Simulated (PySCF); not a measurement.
Partial charges of `[SiH3][SiH2][SiH2][SiH2][SiH3]`

Compound: Si₅H₁₂.
Atom-mapped SMILES: `[SiH3:1][SiH2:2][SiH2:3][SiH2:4][SiH3:5]` (hydrogens: H6, H7, H8 on Si1; H9, H10 on Si2; H11, H12 on Si3; H13, H14 on Si4; H15, H16, H17 on Si5)

Geometry (PBE0-D3(BJ)/def2-TZVP, Å), atoms numbered from 1 in this order:
```
atom  x, y, z in Å
Si1   -3.8742    0.1880   -0.1438
Si2   -1.7791    1.1115    0.3296
Si3   -0.0637   -0.4287   -0.0583
Si4    2.0199    0.4889    0.4737
Si5    3.7359   -1.0493    0.0789
H6    -4.0954   -1.0043    0.7179
H7    -3.9194   -0.2405   -1.5676
H8    -4.9708    1.1639    0.0982
H9    -1.7241    1.5401    1.7560
H10   -1.5437    2.3124   -0.5208
H11   -0.0732   -0.8353   -1.4922
H12   -0.2913   -1.6503    0.7648
H13    2.0177    0.8927    1.9082
H14    2.2325    1.7130   -0.3493
H15    3.7296   -1.4423   -1.3560
H16    3.5116   -2.2661    0.9049
H17    5.0702   -0.4827    0.4139
```

Density: PBE0/pcSseg-2 (PySCF); schemes: Mulliken, IAO, Hirshfeld and ESP-fitted. Geometry: PBE0-D3(BJ)/def2-TZVP, one conformer, isolated molecule.

Question: For which atoms does the sign change between the 4 schemes (beyond +0.03 e in one, beyond −0.03 e in another)?

Answer: For none.

Question: Do the Mulliken, IAO, Hirshfeld and ESP-fitted schemes agree on where the charge is lowest?

Answer: All schemes pick atoms of one kind: Mulliken H7 and H16 (-0.113); IAO H6, H7, H15 and H16 (-0.098); Hirshfeld H6, H7, H15, H16 and 1 more (-0.071); ESP-fitted H7 (-0.058).

Question: Which atoms carry the highest charge in the Mulliken, IAO, Hirshfeld and ESP-fitted schemes?

Answer: All schemes pick atoms of one kind: Mulliken Si1 and Si5 (+0.354); IAO Si1 (+0.307); Hirshfeld Si1 (+0.212); ESP-fitted Si1 (+0.171).

Question: Tabulate the Mulliken, IAO, Hirshfeld and ESP-fitted charges.

Answer: In e:

| atom | environment | Mulliken | IAO | Hirshfeld | ESP-fitted |
| --- | --- | --- | --- | --- | --- |
| Si1 | SiH3 silicon | +0.354 | +0.307 | +0.212 | +0.171 |
| Si2 | SiH2 silicon | +0.145 | +0.159 | +0.141 | +0.110 |
| Si3 | SiH2 silicon | +0.177 | +0.165 | +0.139 | +0.088 |
| Si4 | SiH2 silicon | +0.145 | +0.160 | +0.141 | +0.107 |
| Si5 | SiH3 silicon | +0.354 | +0.306 | +0.211 | +0.161 |
| H6 | Si–H hydrogen | -0.112 | -0.098 | -0.071 | -0.057 |
| H7 | Si–H hydrogen | -0.113 | -0.098 | -0.071 | -0.058 |
| H8 | Si–H hydrogen | -0.104 | -0.095 | -0.070 | -0.054 |
| H9 | Si–H hydrogen | -0.086 | -0.085 | -0.070 | -0.053 |
| H10 | Si–H hydrogen | -0.085 | -0.085 | -0.070 | -0.053 |
| H11 | Si–H hydrogen | -0.088 | -0.086 | -0.070 | -0.048 |
| H12 | Si–H hydrogen | -0.088 | -0.086 | -0.070 | -0.048 |
| H13 | Si–H hydrogen | -0.085 | -0.085 | -0.070 | -0.052 |
| H14 | Si–H hydrogen | -0.085 | -0.085 | -0.070 | -0.051 |
| H15 | Si–H hydrogen | -0.112 | -0.098 | -0.071 | -0.055 |
| H16 | Si–H hydrogen | -0.113 | -0.098 | -0.071 | -0.055 |
| H17 | Si–H hydrogen | -0.104 | -0.095 | -0.071 | -0.052 |

Mean size of the charges over all atoms: Mulliken 0.138 e, IAO 0.129 e, Hirshfeld 0.099 e, ESP-fitted 0.075 e. Each set sums to the total charge, 0, to within 0.001 e. The Mulliken scheme counts on each atom the diagonal of the density matrix times the overlap matrix over that atom's basis functions. The ESP scheme fits charges at the nuclei, held to the total charge, to the electrostatic potential on points at 1.4 to 2.0 times the van der Waals radii.

Question: How closely do the schemes follow one another over all atoms?

Answer: Correlation coefficient and root-mean-square difference: Hirshfeld with ESP-fitted 1.00, 0.027 e; Mulliken with IAO 1.00, 0.019 e; IAO with ESP-fitted 1.00, 0.064 e; IAO with Hirshfeld 0.99, 0.038 e; Mulliken with ESP-fitted 0.99, 0.079 e; Mulliken with Hirshfeld 0.98, 0.056 e.

Question: Sum the charges by element.

Answer: 
```csv
element,atoms,Mulliken,IAO,Hirshfeld,ESP-fitted
Si,5,+1.175,+1.097,+0.845,+0.636
H,12,-1.175,-1.097,-0.845,-0.636
```

Question: How many electrons does the IAO scheme count on Si2?

Answer: Z − q = 14 − (+0.159) = 13.841.
